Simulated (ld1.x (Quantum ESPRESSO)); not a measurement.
What one change does to a pseudopotential (bismuth (Bi), TM)

bismuth, norm-conserving Troullier–Martins (Kleinman–Bylander form), made with ld1.x (Quantum ESPRESSO) 7.5 (PBE, scalar-relativistic). Core [Xe] 4f14, reference 5d10 6s2 6p3. Waves: 6s (bound): rc 2.00 bohr; 6p (bound): rc 2.05 bohr; 5d (bound): rc 1.15 bohr. Local part: the d channel. Core correction: a·sin(br)/r model core inside 0.60 bohr.

All-electron outer shells of the reference configuration (PBE, scalar-relativistic, ld1.x):

```
shell  level (eV)  outermost node (bohr)  outermost maximum (bohr)
   4f     -152.59                      –                      0.34
   5p      -95.86                   0.48                      0.86
   5d      -27.08                   0.51                      1.03
   6s      -14.48                   0.98                      1.88
   6p       -4.57                   1.14                      2.44
```

Change: all radii but the core radius scaled by about 0.74 (s 1.48, p 1.52, d 0.84 bohr).

Cutoffs: the cutoffs (Ry, on a coarse ladder) from which the occupation-weighted sum of valence levels, in a spherical-Bessel basis at the reference potential, stays within 10 and 1 mRy of its value at 400 Ry; they do not see the model core or the augmentation charge, which bear on the density cutoff. Errors are all-electron minus pseudo energies relative to the spin-unpolarised reference configuration.

Problem. What does the change do?

Solution. Both files keep a bound ghost (p, s); the number of tests that count goes from 6 to 7; of the 6 tests that both files solve, the error grows in 0 and shrinks in 6 by more than 15 % and 0.3 meV (median size 26.1 → 5.0 meV). Less of the atom is replaced, so other configurations are described better.

```csv
quantity,base,changed
"cutoff, loose",90 Ry,260 Ry
"cutoff, tight",120 Ry,over 300 Ry
loose cutoff by channel (10 mRy a level),"s 18 Ry, p 8 Ry, d 45 Ry","s 40 Ry, p 120 Ry, d 230 Ry"
bound ghosts,"s, p","s, p"
"tests counted (converged, no solver errors)",6 of 7,7 of 7
"error for 5d10 6s2 6p2, meV [ΔE 7.91 eV]",-7.6,-0.7
"error for 5d10 6s2 6p1, meV [ΔE 23.16 eV]",-24,-1.6
"error for 5d10 6s2 6p0, meV [ΔE 46.50 eV]",-36,-21
"error for 5d10 6s1 6p4, meV [ΔE 10.08 eV]",-12,-4.8
"error for 5d10 6s1 6p0, meV [ΔE 91.91 eV]",-71,-36
"error for 5d10 6s1 6p3, meV [ΔE 18.73 eV]",-28,+5.3
```

Base: Tests not counted: 5d9 6s2 6p4 (solver errors, printed error -1689 eV). A true bound ghost makes a file unfit for plane-wave use even where its test errors are small: the radial tests pick states by their node count and pass the ghost by. Where a test does run into it, the solver fails or the error is huge.
